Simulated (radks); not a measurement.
Numerical settings for the xenon ion Xe14+, [Kr] 4d4. Calculated with a radial shooting solver on a logarithmic mesh with Libxc functionals: Dirac Kohn-Sham, PBEsol, spin-unpolarised, spherical densities, finite nucleus; open shells fill j = l - 1/2 first; Fermi nuclear charge, rms radius 4.7859 fm. The defaults (mesh step 0.008 in ln r, mesh end at 40 bohr or more with all orbitals vanishing there, Anderson mixing 0.5 over 9 steps, residual threshold near 1e-9 with the energy settled to 1e-9 hartree or 1e-11 of itself, here a cap of 70 iterations) give E = -7377.3490 hartree and 4d3/2 at -329.51 eV in 14 iterations. Run on one thread of a shared host, so times are rough (Arm Neoverse V2): 0.09 s of CPU time, 0.09 s wall, 14 iterations on 2189 mesh points. Changes against that run (0 stands for a change within the tolerance of the run):

| setting | iterations | converged | E (mhartree) | e(4d3/2) (meV) | CPU (s) |
|---|---|---|---|---|---|
| mesh step in ln r 0.2 | 16 | no | diverged | - | 0.04 |
| mesh step in ln r 0.12 | 2 | no | diverged | - | 0.01 |
| mesh step in ln r 0.005 | 14 | yes | 0 | 0 | 0.14 |
| mesh end (bohr) 1 | 13 | yes | +3.64e+04 | +1.4e+05 | 0.07 |
| mesh end (bohr) 20 | 14 | yes | 0 | 0 | 0.09 |
| residual threshold 1e-05 | 9 | yes | 0 | +0.138 | 0.07 |
| residual threshold 0.01 | 8 | yes | 0 | -10.7 | 0.07 |
| mixing 0.01 | 20 | yes | 0 | 0 | 0.12 |
| linear mixing, mixing 0.05 | 70 | no | +2.29 | -2.62e+03 | 0.41 |
| linear mixing, mixing 0.5 | 30 | yes | 0 | 0 | 0.16 |
| mixing history 3 | 16 | yes | 0 | 0 | 0.1 |
| iteration cap 3 | 3 | no | +56.1 | -3.11e+03 | 0.03 |

Settings that end as converged yet miss the energy by more than 1 mhartree: mesh end (bohr) 1 (+36.4 hartree). A mesh that ends early acts as a hard wall.
